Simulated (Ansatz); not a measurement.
```xyz
6

O    -1.523   -1.253    0.282
C    -0.388   -1.121   -0.100
In    0.436    0.929    0.042
H     0.156   -2.017   -0.490
H     0.159    2.029   -1.256
H     1.160    1.433    1.523
```

Charge 0, multiplicity 1. In takes the def2 core potential.

Task: List the CAM-B3LYP/def2-TZVPP orbital energies in eV (the Gaussian-basis code of Ansatz). (Estimate.)

Result: The calculation gave: Occupied: -522.79, -281.22, -129.49, -86.26, -85.89, -85.89, -31.02, -23.22, -23.01, -22.98, -22.91, -22.90, -18.15, -14.81, -14.03, -12.76, -12.07, -9.81, -7.70. Lowest empty: -1.20, 0.04, 0.69, 1.60, 1.89, 2.59, 3.43, 4.05.
